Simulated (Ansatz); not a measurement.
One change: `C=COB(O)O` becomes `OB(O)OB(O)O`.

Ansatz, PBE0-D4/def2-TZVP geometries, multiplicity 1. Each molecule was computed in one conformer, which needn't be the lowest.

```tsv
property	`C=COB(O)O`
size of the dipole moment (ωB97M-V/def2-TZVPP) / D	0.78
zero-point energy (PBE0-D4/def2-TZVP) / kJ/mol	215.7
HOMO–LUMO gap (PBE0/def2-TZVPP) / eV	7.56
LUMO energy (PBE/def2-TZVPP) / eV	-0.47
size of the dipole moment (B3LYP/def2-TZVPP) / D	0.78
LUMO energy (PBE0/def2-TZVPP) / eV	0.57
```

**Question.** Give the same properties after the change, and the shifts. (Best estimate.)

**Answer.** Computed: 
```json
{"property": "size of the dipole moment (ωB97M-V/def2-TZVPP) / D", "`OB(O)OB(O)O`": "3.56", "shift": "2.78"}
{"property": "zero-point energy (PBE0-D4/def2-TZVP) / kJ/mol", "`OB(O)OB(O)O`": "197.0", "shift": "-18.7"}
{"property": "HOMO–LUMO gap (PBE0/def2-TZVPP) / eV", "`OB(O)OB(O)O`": "9.33", "shift": "1.77"}
{"property": "LUMO energy (PBE/def2-TZVPP) / eV", "`OB(O)OB(O)O`": "-0.60", "shift": "-0.13"}
{"property": "size of the dipole moment (B3LYP/def2-TZVPP) / D", "`OB(O)OB(O)O`": "3.55", "shift": "2.77"}
{"property": "LUMO energy (PBE0/def2-TZVPP) / eV", "`OB(O)OB(O)O`": "0.22", "shift": "-0.35"}
```

With PBE0 the HOMO falls by 2.11 eV and the LUMO falls by 0.35 eV, so the gap widens by about 1.76 eV. PBE moves the HOMO by -1.57 eV and ωB97M-V by -2.33 eV. Dipoles are sizes alone; their direction can turn.

B3LYP here is the variant with VWN-RPA as its local correlation; programs differ in this.
